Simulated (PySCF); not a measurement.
MgBe: frontier orbitals

PBE0 at R = 3.068 Å; PySCF, no relativity, basis sets Mg def2-TZVP, Be def2-TZVP. State: ¹Σ⁺ (singlet), closed shell. Only the outer orbitals are listed, counted within each symmetry.

```
orbital  occ.  ε (eV)  on Mg (%)   main shells (%)
     1π     2  -50.93        100          100 Mg p
     1π     2  -50.93        100          100 Mg p
     4σ     2  -50.91        100          100 Mg p
     5σ     2   -7.17         32  66 Be s, 28 Mg s
     6σ     2   -5.00         66  63 Mg s, 28 Be s
     7σ     0   -1.67         42  54 Be p, 36 Mg p
     2π     0   -1.57         38  62 Be p, 36 Mg p
     2π     0   -1.57         38  62 Be p, 36 Mg p
```

Q: Which are the highest filled and the lowest empty level, where do they sit, and how wide is the gap?

A: Highest filled 6σ at -5.00 eV (in %: 63 Mg s, 28 Be s); lowest empty 7σ at -1.67 eV (in %: 54 Be p, 36 Mg p); the gap at PBE0 is 3.33 eV.

The bond order (Mayer) is 0.51. The ⟨S²⟩ is 0.000. The charge on Mg (Mulliken, basis-dependent) is 0.04, the charge on Mg (Löwdin, basis-dependent) is 0.04 and the dipole moment (positive dipole means Mg(−)Be(+)) is -0.56 D. The polarisability along the bond is 203.3 bohr³. The polarisability across the bond is 93.0 bohr³.

Closed-shell solutions of metal pairs were not tested for spin polarisation, which can lower them a little.
